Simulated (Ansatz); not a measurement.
Start from `[NH2][Ga]([F])[SH]` and change one element to get `[NH2][Al]([F])[SH]`.

Ansatz, PBE0-D4/def2-TZVP geometries, multiplicity 1. Each molecule was computed in one conformer, which needn't be the lowest.

Scalar relativity is left out up to krypton.

```csv
property,`[NH2][Ga]([F])[SH]`
LUMO energy (ωB97M-V/def2-TZVPP) / eV,1.09
LUMO energy (PBE0/def2-TZVPP) / eV,-0.68
HOMO energy (B3LYP/def2-TZVPP) / eV,-7.40
HOMO–LUMO gap (ωB97M-V/def2-TZVPP) / eV,11.00
HOMO–LUMO gap (PBE/def2-TZVPP) / eV,4.69
HOMO energy (PBE/def2-TZVPP) / eV,-6.30
```

(1) What does the change do to each property? (An estimate is asked.)

Results:

(1) Computed: 
```json
{"property": "LUMO energy (ωB97M-V/def2-TZVPP) / eV", "`[NH2][Al]([F])[SH]`": "1.16", "shift": "0.07"}
{"property": "LUMO energy (PBE0/def2-TZVPP) / eV", "`[NH2][Al]([F])[SH]`": "-0.41", "shift": "0.27"}
{"property": "HOMO energy (B3LYP/def2-TZVPP) / eV", "`[NH2][Al]([F])[SH]`": "-7.32", "shift": "0.08"}
{"property": "HOMO–LUMO gap (ωB97M-V/def2-TZVPP) / eV", "`[NH2][Al]([F])[SH]`": "10.98", "shift": "-0.02"}
{"property": "HOMO–LUMO gap (PBE/def2-TZVPP) / eV", "`[NH2][Al]([F])[SH]`": "5.01", "shift": "0.32"}
{"property": "HOMO energy (PBE/def2-TZVPP) / eV", "`[NH2][Al]([F])[SH]`": "-6.24", "shift": "0.06"}
```

With PBE0 the HOMO rises by 0.07 eV and the LUMO rises by 0.27 eV, so the gap widens by about 0.20 eV. PBE moves the HOMO by 0.06 eV and ωB97M-V by 0.09 eV.

B3LYP here is the variant with VWN-RPA as its local correlation; programs differ in this.
